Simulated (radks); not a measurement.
Spherical quantum dot in the effective-mass picture: electrons in a hard-walled sphere of radius 7.33, with a point charge +1 (a donor) at the centre, all in effective atomic units (hartree* = m*/eps^2 hartree, bohr* = eps/m* bohr), one dielectric constant everywhere. Method: non-relativistic Kohn-Sham, exchange-only LDA, spin-polarised, spherical densities; computed with a radial shooting solver with Libxc functionals. Levels are named by radial order and angular momentum (1s, 1p, 1d, 2s, ...), and open shells are averaged over m. At N = 17 the configuration is 1s2 1p6 1d(up 5, down 3) 2s(up 1, down 0). Does electron 18 go into 1d down or 1f up or 1f down?

Answer. Into 1d down. The total energies of the other choices lie higher by 0.0878 hartree* (1f up), 0.108 hartree* (1f down).
